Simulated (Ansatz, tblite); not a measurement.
Cost and result up the ladder for Nb2(NH2)10 (Nb₂N₁₀H₂₀) (32 atoms). Total charge 0; singlet. Geometry: r2SCAN-D4/def2-SVP.

```xyz
32

Nb    0.220    1.281   -1.229
N     0.255    2.478    0.403
N    -0.446   -0.166   -2.480
N    -0.609    2.723   -2.349
N     2.063    1.589   -1.963
N     1.361   -0.324   -0.033
Nb   -0.218   -1.285    1.232
N     0.611   -2.727    2.351
N    -2.060   -1.591    1.967
N    -0.256   -2.477   -0.404
N     0.446    0.166    2.479
N    -1.358    0.320    0.035
H    -0.290    2.439    1.261
H     1.010    3.154    0.521
H    -1.171   -0.867   -2.351
H     0.077   -0.383   -3.329
H    -0.982    2.596   -3.288
H    -0.690    3.702   -2.079
H     2.279    2.296   -2.665
H     2.914    1.089   -1.713
H     1.817   -1.017   -0.631
H     2.103    0.069    0.550
H     0.985   -2.600    3.290
H     0.693   -3.706    2.081
H    -2.910   -1.088    1.717
H    -2.279   -2.297    2.669
H     0.282   -2.428   -1.266
H    -1.016   -3.147   -0.525
H     1.161    0.875    2.342
H    -0.080    0.385    3.326
H    -1.814    1.014    0.632
H    -2.100   -0.073   -0.549
```

Ansatz on 4 threads of Intel Xeon Platinum 8488C on a shared host; xTB runs through tblite on one thread. Times are rough, summed over both states, and most runs start from the orbitals of an earlier one. PBE0-D4/def2-SVP serves as the yardstick here, not as an exact answer. The other state is a doublet.

In the def2 sets Nb takes a core potential; there is no spin–orbit coupling. The xTB rows come from tblite.

Raw xTB energies of ions are shifted by several eV.

```json
{"level": "GFN2-xTB", "functions": "78", "wall time": "0.11 s", "vertical IE (eV)": "11.13", "difference from PBE0-D4/def2-SVP (eV)": "4.04"}
{"level": "GFN1-xTB", "functions": "98", "wall time": "0.14 s", "vertical IE (eV)": "11.02", "difference from PBE0-D4/def2-SVP (eV)": "3.93"}
{"level": "PBE-D4/def2-SVP", "functions": "302", "wall time": "18 s", "vertical IE (eV)": "6.54", "difference from PBE0-D4/def2-SVP (eV)": "-0.55"}
{"level": "PBE0-D4/def2-SVP", "functions": "302", "wall time": "60 s", "vertical IE (eV)": "7.09", "difference from PBE0-D4/def2-SVP (eV)": "0.00"}
```
